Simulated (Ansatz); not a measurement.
Cost and result for the atomization energy of CH$_{5}$FGaNSi (`F[SiH2]/N=[CH]/[GaH2]`) (10 atoms, 9 bonds).

Cartesian coordinates in Å:
```
F -0.854 -0.145 2.644
Si 0.134 -0.799 1.571
N 0.007 -0.022 0.034
C -0.688 0.943 -0.433
Ga 0.259 0.587 -2.115
H -0.242 -2.217 1.397
H 1.521 -0.630 2.053
H -1.415 1.497 0.176
H -0.361 -0.507 -3.037
H 1.639 1.293 -2.291
```

Charge 0, multiplicity 1. Correlated methods include outer-core shells of Ga, which these sets cover unevenly. Scalar relativity is left out up to krypton. The structure was optimised at the PBE0-D4/def2-TZVP level. It is one conformer, not always the lowest. Program: Ansatz. All runs use 4 threads of an AMD EPYC 7R43 on a shared host. Times are those of one run each, without the atoms' runs, and a repeat can differ threefold. Electronic energies, without spin–orbit coupling; frozen cores. CCSD(T)/CBS adds CCSD(T) − MP2 in def2-TZVPP to the MP2 limit, and its time is that of the two runs behind it. T1 = 0.015. With those shells the extrapolation isn't a true limit. B3LYP takes the VWN-RPA correlation (the form of Gaussian; ORCA's B3LYP/G).

CCSD(T)/CBS is a level of theory with its own doubt, some kJ/mol a heavy atom from the limit and from the frozen cores, so smaller differences don't rank the functionals.

```tsv
level	functions	wall time	atomization (kcal/mol)	difference from CCSD(T)/CBS	per bond
PBE-D4/def2-TZVPP (with forces)	253	2.8 s	811.0	7.2	0.8
PBE0-D4/def2-TZVPP	253	3.5 s	794.5	-9.3	-1.0
r2SCAN-D4/def2-TZVPP (with forces)	253	4.7 s	801.5	-2.3	-0.3
B3LYP-D4/def2-TZVPP (with forces)	253	5.5 s	798.8	-5.0	-0.6
B2PLYP/def2-TZVPP	253	6 s	792.1	-11.7	-1.3
ωB97X-V/def2-TZVPP	253	8 s	806.3	2.5	0.3
ωB97M-V/def2-TZVPP (with forces)	253	11 s	802.3	-1.5	-0.2
MP2/def2-QZVPP	480	21 s	809.1	5.3	0.6
CCSD(T)/def2-TZVPP	253	2.7 min	781.9	-21.9	-2.4
CCSD(T)/CBS(def2)	–	3 min	803.8	0.0	0.0
```

From PBE to PBE0 (25 % exact exchange), in def2-TZVPP and without D4, the atomization energy moves by −15.7 kcal/mol: exact exchange takes away binding that semilocal exchange gives to molecules. In def2-TZVPP, CCSD(T) changes the Hartree–Fock value by +215.1 kcal/mol (the triples alone add +13.6 kcal/mol) and MP2 by +229.0 kcal/mol; breaking electron pairs costs correlation energy, which Hartree–Fock lacks. The D4 term adds +8.9 kcal/mol with B3LYP and +4.7 kcal/mol with PBE0; it sums over pairs of atoms, weighted by their polarisabilities, and B3LYP, whose exchange is more repulsive, gets the larger term.
